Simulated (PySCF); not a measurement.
Mn(7+) (manganese, charge +7): Hartree-Fock from Schrödinger to Dirac-Coulomb

Occupied: 1s1/2, 2s1/2, 2p1/2, 2p3/2, 3s1/2, 3p1/2, 3p3/2. Hartree-Fock calculated with PySCF 2.14 in an uncontracted even-tempered set (19 s from 0.14 bohr⁻², ratio 2.7; 14 p from 0.17 bohr⁻², ratio 2.7), Gaussian nucleus throughout. NR is non-relativistic, sf-X2C the spin-free one-electron X2C Hamiltonian, X2C adds the bare one-electron spin-orbit term, X2C-SNSO screens it by Boettger's factors, DC is four-component Dirac-Coulomb, and the Gaunt term is added at first order (total energies over the DC spinors, levels after relaxing the spinors in that mean field). QED terms are absent. Levels marked empty are virtual spinors of this ion; the basis has s and p functions only, so 3d, which can lie below the n = 4 levels, is absent.

```csv
Hamiltonian,E (hartree),E − E(DC) (hartree),CPU seconds
NR,-1135.5177,7.7532,0.75
sf-X2C,-1143.1044,0.1665,0.44
X2C,-1143.1236,0.1472,0.89
X2C-SNSO,-1143.1206,0.1502,0.86
DC,-1143.2709,0.0000,35
DC+Gaunt,-1142.8206,0.4502,61
```

```json
{"level (eV)": "1s1/2", "NR": "-6690.9", "sf-X2C": "-6743.8", "X2C": "-6743.7", "X2C-SNSO": "-6743.7", "DC": "-6746.6", "DC+Gaunt": "-6739.6"}
{"level (eV)": "2s1/2", "NR": "-941.75", "sf-X2C": "-952.88", "X2C": "-952.86", "X2C-SNSO": "-952.86", "DC": "-953.10", "DC+Gaunt": "-952.66"}
{"level (eV)": "2p1/2", "NR": "-824.51", "sf-X2C": "-826.10", "X2C": "-833.96", "X2C-SNSO": "-833.32", "DC": "-833.33", "DC+Gaunt": "-832.49"}
{"level (eV)": "2p3/2", "NR": "-824.51", "sf-X2C": "-826.10", "X2C": "-822.26", "X2C-SNSO": "-822.57", "DC": "-822.73", "DC+Gaunt": "-822.17"}
{"level (eV)": "3s1/2", "NR": "-234.76", "sf-X2C": "-236.76", "X2C": "-236.75", "X2C-SNSO": "-236.75", "DC": "-236.79", "DC+Gaunt": "-236.73"}
{"level (eV)": "3p1/2", "NR": "-195.56", "sf-X2C": "-195.88", "X2C": "-197.09", "X2C-SNSO": "-196.99", "DC": "-196.99", "DC+Gaunt": "-196.87"}
{"level (eV)": "3p3/2", "NR": "-195.56", "sf-X2C": "-195.88", "X2C": "-195.28", "X2C-SNSO": "-195.33", "DC": "-195.35", "DC+Gaunt": "-195.28"}
{"level (eV)": "4s1/2 (empty)", "NR": "-78.107", "sf-X2C": "-78.546", "X2C": "-78.546", "X2C-SNSO": "-78.546", "DC": "-78.553", "DC+Gaunt": "-78.539"}
{"level (eV)": "4p1/2 (empty)", "NR": "-68.375", "sf-X2C": "-68.473", "X2C": "-68.711", "X2C-SNSO": "-68.692", "DC": "-68.691", "DC+Gaunt": "-68.667"}
{"level (eV)": "4p3/2 (empty)", "NR": "-68.375", "sf-X2C": "-68.473", "X2C": "-68.356", "X2C-SNSO": "-68.365", "DC": "-68.370", "DC+Gaunt": "-68.354"}
```

```json
{"interval (eV)": "2p3/2 − 2p1/2", "sf-X2C": "-3.335e-11", "X2C": "11.70", "X2C-SNSO": "10.75", "DC": "10.60", "DC+Gaunt": "10.33"}
{"interval (eV)": "3p3/2 − 3p1/2", "sf-X2C": "2.178e-11", "X2C": "1.810", "X2C-SNSO": "1.663", "DC": "1.637", "DC+Gaunt": "1.593"}
{"interval (eV)": "4p3/2 − 4p1/2", "sf-X2C": "-2.510e-11", "X2C": "0.3551", "X2C-SNSO": "0.3264", "DC": "0.3212", "DC+Gaunt": "0.3126"}
```

Weight of the small component: 1s1/2 0.00807, 2s1/2 0.00149, 2p1/2 0.00145, 2p3/2 0.00143, 3s1/2 0.000361, 3p1/2 0.000329, 3p3/2 0.000326, 4s1/2 9.96e-05, 4p1/2 8.91e-05, 4p3/2 8.84e-05.

Koopmans' value for the highest occupied level at DC+Gaunt: 195.28 eV, against an ionisation energy of 195.5 ± 0.3 eV (semi-empirical (NIST evaluation); NIST Atomic Spectra Database, ionization energies); the former lacks relaxation, correlation, QED and recoil.

The whole ladder took 110 s of wall time on 1 thread of Intel(R) Xeon(R) Platinum 8259CL CPU @ 2.50GHz (shared host), launched as `OMP_NUM_THREADS=1 python relrun2.py TASK.json OUT` (a driver that calls PySCF for each Hamiltonian).

Dirac-Coulomb iterations, started from the X2C spinors:

```
with_ssss True, with_gaunt False, with_breit False
light speed = 137.03599967994
init E= -1142.68750283582
cycle= 1 E= -1143.27085154808  delta_E= -0.583  |g|= 0.14  |ddm|= 0.0193
cycle= 2 E= -1143.2708701476  delta_E= -1.86e-05  |g|= 0.00381  |ddm|= 0.00389
cycle= 3 E= -1143.27087043622  delta_E= -2.89e-07  |g|= 0.000517  |ddm|= 0.000816
cycle= 4 E= -1143.27087044251  delta_E= -6.29e-09  |g|= 5.03e-06  |ddm|= 0.000111
cycle= 5 E= -1143.2708704425  delta_E= 3.64e-12  |g|= 1.64e-07  |ddm|= 1.64e-06
```
